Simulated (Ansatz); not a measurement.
Isolated molecules relaxed with PBE0-D4/def2-TZVP in Ansatz; ΔE leaves out vibrations. CBS: MP2 limit from def2 TZ/QZ plus the TZ coupled-cluster correction, frozen cores. Functionals use def2-TZVPP. B3LYP here is the variant with VWN-RPA as its local correlation; programs differ in this. HSE06 is defined as in plane-wave codes. Each species was taken in one conformer, which may not be the lowest.

Reaction (isomerisation): `OC1BC=C1` → `OCB1C=C1`

```tsv
level	ΔE (kJ/mol)	difference from CCSD(T)/CBS
LDA (SPW92)	8.4	12.7
PBE-D4	-2.1	2.2
revPBE-D4	-1.3	3.0
BLYP-D4	-12.3	-8.0
r2SCAN-D4	-7.5	-3.2
B97M-V	-13.4	-9.1
PBE0-D4	-4.8	-0.5
B3LYP-D4	-13.8	-9.5
r2SCANh-D4	-8.2	-3.9
r2SCAN0-D4	-8.8	-4.5
HSE06-D4	-4.5	-0.2
BHLYP-D4	-16.6	-12.3
CAM-B3LYP-D4	-13.9	-9.6
ωB97X-V	-8.5	-4.2
B2PLYP	-11.6	-7.3
PBE-QIDH	-3.9	0.4
PBE	-3.3	1.0
revPBE	-7.1	-2.8
r2SCAN	-7.6	-3.3
PBE0	-5.6	-1.3
B3LYP	-15.9	-11.6
r2SCANh	-8.3	-4.0
r2SCAN0	-8.9	-4.6
HSE06	-5.2	-0.9
BHLYP	-17.7	-13.4
CAM-B3LYP	-14.6	-10.3
LC-ωPBE	-9.0	-4.7
RPA@PBE/def2-TZVPP	-4.5	-0.2
MP2/def2-SVP	-1.3	3.0
CCSD/def2-SVP	-5.2	-0.9
CCSD(T)/def2-SVP	-1.0	3.3
MP2/def2-TZVPP	-3.3	1.0
SCS-MP2/def2-TZVPP	-7.4	-3.1
CCSD/def2-TZVPP	-9.3	-5.0
CCSD(T)/def2-TZVPP	-5.1	-0.8
HF/def2-QZVPP	-26.8	-22.5
SCS-MP2/def2-QZVPP	-7.1	-2.8
HF/CBS(def2)	-26.7	-22.4
MP2/CBS(def2)	-2.6	1.7
CCSD/CBS(def2)	-8.6	-4.3
CCSD(T)/CBS	-4.3	0
```

Largest T1 diagnostic among the species: 0.012.

Leaving LDA and LC-ωPBE aside and taking each functional with its dispersion term where it has one, the values spread over 15.3 kJ/mol, from BHLYP-D4 to revPBE-D4. LDA lies +11.7 kJ/mol from PBE without D4. At CCSD(T), def2-SVP lies +3.3 kJ/mol from the extrapolated value and def2-TZVPP −0.8 kJ/mol. In def2-TZVPP, CCSD(T) changes the Hartree–Fock value by +21.8 kJ/mol (the triples alone add +4.3 kJ/mol) and MP2 by +23.5 kJ/mol.
